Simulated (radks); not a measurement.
Spherical jellium clusters: N electrons in a uniform positive sphere of charge N and radius rs N^(1/3), rs = 2.85 bohr. Method: non-relativistic Kohn-Sham, PBEsol, spin-polarised, spherical densities; computed with a radial shooting solver with Libxc functionals. Levels are named by radial order and angular momentum (1s, 1p, 1d, 2s, ...), and open shells are averaged over m.

N = 31, configuration 1s2 1p6 1d10 2s2 1f(up 7, down 4). This is the lowest configuration that the search found. Occupied and some empty levels:

level    occupation  eigenvalue (eV)  <r> (bohr)
1s up             1          -8.2255       5.106
1s down           1          -8.1373       4.961
1p up             3          -6.8785       6.299
1p down           3          -6.7129       6.208
1d up             5          -5.3099       7.099
1d down           5          -5.0988       7.054
2s up             1          -4.8691       5.970
2s down           1          -4.7410       6.036
1f up             7          -3.5366       7.771
1f down           4          -3.3032       7.761
2p up             0          -2.8234       7.092
2p down           0          -2.7015       7.121
1g up             0          -1.6107       8.477
1g down           0          -1.3739       8.513
2d up             0         -0.97770       9.196
2d down           0         -0.85483       9.318

Energy (eV): total -46.6079, kinetic 101.72, external -3437.1, Hartree 1687.9, exchange-correlation -151.61, background 1752.5.

Electron density:

r (bohr)  n(r) (e/bohr^3)
0.655             0.01290
1.75              0.01097
2.84             0.009122
3.94             0.009046
5.03              0.01054
6.13              0.01154
7.22             0.009960
8.31             0.006081
9.41             0.002544
10.5            0.0008228
11.6            0.0002317
12.7           0.00006351
13.8           0.00001702
